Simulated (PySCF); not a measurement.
**[Pb2H5]−: from a saddle point downhill**

PySCF 2.14.0, RKS B3LYP, Pb def2-SVP with ECP60, H def2-SVP; non-relativistic Hamiltonian with scalar-relativistic core potentials where named; density fitting; no spin-orbit coupling. Relaxed within the symmetry of its start, the geometry (D3h) is

```xyz
7

Pb    0.0000    0.0000    1.7190
Pb    0.0000    0.0000   -1.7190
H     1.5120    0.0000    0.0000
H    -0.7560    1.3094    0.0000
H    -0.7560   -1.3094    0.0000
H     0.0000    0.0000    4.1106
H     0.0000    0.0000   -4.1106
```

and its lowest harmonic modes are -5772, -5772, -380, -380, 95, 438 cm⁻¹ (negative: unstable). It was moved along the lowest mode and relaxed again.

(1) Where does it end, and how much lower?

(2) How do the contacts change?

(3) Is the end a minimum?

State: singlet.

Results:

(1) In C1, nearly C2, 4.348 eV lower, after 31 steps:
```xyz
7

Pb    0.3847    0.3290    1.9641
Pb   -0.4598   -0.2138   -1.9332
H     1.2800   -0.8799   -2.2527
H     0.0078    0.0691    0.0055
H     0.1140   -1.5163    2.2658
H    -1.4491    0.6684    2.2723
H     0.1224    1.5435   -2.3219
```

(2) 
| contact | saddle (Å) | end (Å) |
| --- | --- | --- |
| Pb1–H3 (H) | 2.289 | 4.477 |
| Pb1–H4 (H) | 2.289 | 2.011 |
| Pb1–H5 (H) | 2.289 | 1.889 |
| Pb1–H6 (H) | 2.392 | 1.890 |
| Pb2–H7 (H) | 2.392 | 1.892 |
| Pb2–H3 (H) | 2.289 | 1.890 |


(3) Yes; lowest modes 63, 75, 95, 135, 442, 469 cm⁻¹.
